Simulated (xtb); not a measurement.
C3H7BO3, SMILES COB1COCO1. All values are semi-empirical tight-binding results from xtb (GFN2-xTB unless named), good for trends rather than for accurate numbers. The structure is a stationary point at GFN2-xTB. This is a generated structure with no PubChem entry under its InChIKey; it may be hypothetical. Other conformers were not sampled.

The geometry has at least one imaginary mode, so it is a saddle point at that level.

Computed properties:
```
Property                                         Result
----------------------------------------  -------------
orbital gap                                     6.19 eV
dipole moment                                    2.29 D
static polarisability (D4 model)             60.6 bohr³
solvation energy, GFN2-xTB/ALPB(water)    -2.6 kcal/mol
solvation energy, GFN2-xTB/ALPB(octanol)  -3.8 kcal/mol
```

Task: Give the IR lines (harmonic; lines under 4 % of the strongest left out, lines within 3 cm⁻¹ merged). (The exact figures need the calculation; the answer reports its results.)

Result: ν (cm⁻¹): 416 (w), 838 (w), 954 (w), 1022 (w), 1048 (w), 1066 (m), 1084 (w), 1140 (w), 1199 (m), 1320 (m), 1368 (vs), 1418 (m), 2802 (m), 2873 (w), 2893 (w), 2952 (w), 2955 (w), 2966 (w) (against the strongest line: vs over 80 %, s over 45 %, m over 15 %, w over 4 %, vw less). 1 imaginary mode(s) remain.
